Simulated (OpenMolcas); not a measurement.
**Tb3+: moving or changing the point charges**

Tb3+ among 8 point charges of -1.5 e arranged as a hexagonal bipyramid (D6h), 2.51 Å from the ion, with the axial distance 2.786 Å.

```json
{"Program": "OpenMolcas 26.06", "Method": "CASSCF", "Basis": "ANO-RCC-VDZP [7s6p4d2f1g]", "Scalar Hamiltonian": "DKH2, point nucleus", "Active space": "8 electrons in 7 orbitals (4f)", "State averaging": "2S+1 = 7 even, 7 roots; 2S+1 = 5 even, 62 roots kept (CI in the orbitals of an earlier block); 2S+1 = 3 even, 1 root kept (CI in the orbitals of an earlier block, 0 in the spin-orbit step)", "Spin-orbit coupling": "RASSI with atomic mean-field integrals over the reference wave functions"}
```

Runs around this geometry, states. Energies in cm-1 above the lowest state or level, χT in cm3 K/mol.

```csv
R (Å),q (e),Ground state,First state of that spin,First gap with spin-orbit (degeneracies),Width of lowest J,χT at 300 K
2.51,-0.75,2S+1 = 7,35.9,"12.3 (1, 2)",829,11.704
2.51,-1.5,2S+1 = 7,70.1,"21.9 (1, 2)",1652,11.613
2.76,-1.5,2S+1 = 7,67.3,"19.2 (1, 2)",1243,11.649
2.9,-1.5,2S+1 = 7,64.1,"17.7 (1, 2)",1072,11.667
```

Taking the width of the lowest J multiplet as R^-n, n = -ln(1072 / 1652) / ln(2.9 / 2.51) = 3.0 between the shortest and longest distance.

Scaling the charges by -0.75 / -1.5 = 0.50 scales the width of the lowest J multiplet by 829 / 1652 = 0.50; with fixed orbitals a first-order splitting would follow the charge.

High states are left out of the spin-orbit mixing, which shifts the levels that they would mix with. Point charges carry no covalency, so the field is a model and not that of real ligands. An unlabelled pair can be two single states that coincide in this model. No measured value stands beside these numbers.

A state without a sure symmetry label is named by its multiplicity alone.
